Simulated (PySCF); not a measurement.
CH7ClOSi3. Atoms are numbered in the order given.

```xyz
13

O     -1.6950     0.0590     1.2580
C     -1.6757    -0.7603     0.0705
Si    -0.0456    -1.7720     0.2932
Si     1.1266     0.1192    -0.5103
Cl     1.6905     1.5483     0.9118
Si    -1.0631     0.3734    -1.3787
H     -2.2559     0.8395     1.0837
H     -2.6150    -1.3421    -0.0794
H      0.0425    -2.8513    -0.7598
H      0.1425    -2.3659     1.6614
H      2.2838    -0.0625    -1.4533
H     -1.7705     1.7071    -1.3497
H     -1.2033    -0.2440    -2.7488
```
Charge 0, spin multiplicity 1.

Geometry optimised at PBE-D3(BJ)/def2-SVP. The structure was generated by enumeration; whether it is a known compound was not checked. One conformer was computed; it need not be the lowest.

Level of theory: PBE0/pcSseg-1 (PySCF).

GIAO shieldings, no solvent; atoms listed in one row are averaged. δ = σ(ref) − σ: ¹⁷O against H2O (σ = 334.2 ppm); ¹³C against TMS (σ = 186.3 ppm); ²⁹Si against TMS (σ = 352.7 ppm); ³⁵Cl against HCl (σ = 945.9 ppm); ¹H against TMS (σ = 31.56 ppm), references at their B3LYP-D3(BJ)/def2-TZVP geometries, non-relativistic (without spin–orbit terms, shifts of atoms bonded to Cl or Br come out too high).

| nucleus | atoms | count | δ (ppm) |
|---|---|---|---|
| ¹⁷O | O1 | 1 | 37.1 |
| ¹³C | C2 | 1 | 64.9 |
| ²⁹Si | Si4 | 1 | 26.3 |
| ²⁹Si | Si6 | 1 | -40.3 |
| ²⁹Si | Si3 | 1 | -41.5 |
| ³⁵Cl | Cl5 | 1 | -82.8 |
| ¹H | H11 | 1 | 6.54 |
| ¹H | H10 | 1 | 5.32 |
| ¹H | H13 | 1 | 5.26 |
| ¹H | H9 | 1 | 4.99 |
| ¹H | H8 | 1 | 4.89 |
| ¹H | H12 | 1 | 4.88 |
| ¹H | H7 | 1 | 0.77 |
